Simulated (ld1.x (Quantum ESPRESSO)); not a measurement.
**chlorine: excitation energies, all-electron against RRKJ**

ld1.x (Quantum ESPRESSO) 7.5 input, shortened:

```
&input
   title='Cl', zed=17., rel=0, dft='PZ', iswitch=3,
   config='[Ne] 3s1.75 3p5.25'
 /
 &inputp
   pseudotype=2, tm=.false., lloc=0,
   nlcc=.true., new_core_ps=.true., rcore=0.80
 /
2
3P  2  1   5.25   0.00  1.55  1.55  0.0
3S  1  0   1.75   0.00  1.15  1.15  0.0
 &test
   configts(1)='3s1.75 3p5.25'
 /
```

Energies are relative to the spin-unpolarised reference configuration 3s1.75 3p5.25; without spin polarisation the order of configurations can differ from experiment. Spin-polarised rows fill each open shell by Hund’s rule, majority spin first.

Task: Give the all-electron excitation energy and the error of the potential for: 3s2 3p5; 3s2 3p4; 3s2 3p3; 3s2 3p5.3; 3s2 3p4.5; 3s1 3p6; 3s2 3p1; 3s1.75 3p5.25 (spin-polarised); 3s2 3p5 (spin-polarised).

Result:

```json
{"valence configuration": "3s2 3p5", "charge": "0", "ΔE all-electron (eV)": "-2.956", "error AE − PS (meV)": "-0.2"}
{"valence configuration": "3s2 3p4", "charge": "+1", "ΔE all-electron (eV)": "11.031", "error AE − PS (meV)": "+4.5"}
{"valence configuration": "3s2 3p3", "charge": "+2", "ΔE all-electron (eV)": "36.571", "error AE − PS (meV)": "+31"}
{"valence configuration": "3s2 3p5.3", "charge": "-0.3", "ΔE all-electron (eV)": "-5.133", "error AE − PS (meV)": "0.0"}
{"valence configuration": "3s2 3p4.5", "charge": "+0.5", "ΔE all-electron (eV)": "2.686", "error AE − PS (meV)": "+0.6"}
{"valence configuration": "3s1 3p6", "charge": "0", "ΔE all-electron (eV)": "8.910", "error AE − PS (meV)": "-1.3"}
{"valence configuration": "3s2 3p1", "charge": "+4", "ΔE all-electron (eV)": "127.341", "error AE − PS (meV)": "+281"}
{"valence configuration": "3s1.75 3p5.25 (spin-polarised)", "charge": "0", "ΔE all-electron (eV)": "-0.201", "error AE − PS (meV)": "+4.2"}
{"valence configuration": "3s2 3p5 (spin-polarised)", "charge": "0", "ΔE all-electron (eV)": "-3.142", "error AE − PS (meV)": "+3.9"}
```
